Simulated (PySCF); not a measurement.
Electron correlation in Mg (magnesium, neutral)

[Ne] 3s2, closed-shell 1S. All numbers are calculated (PySCF 2.14, the non-relativistic Hamiltonian (point nucleus), in 6-31G*). Frozen: [Ne]; 2 electrons correlated.

Total MP2 correlation energy: -21.56 mhartree.

Same-spin part 0.00 and opposite-spin part -21.56 mhartree; SCS-MP2 scales them by 1/3 and 6/5 to -25.87 mhartree.

With two correlated electrons CCSD is exact within the correlated space (frozen core and kept virtual orbitals).

| level | correlation energy (mhartree) |
| --- | --- |
| CCSD | -33.14 |

Diagnostics: T1 = 0.012, D1 = 0.0175, largest double amplitude 0.117.

**Question.** Is a single reference adequate?

**Answer.** Mostly. T1 lies below 0.03, but a double amplitude of this size points to a near-degeneracy that CCSD handles and MP2 describes poorly.
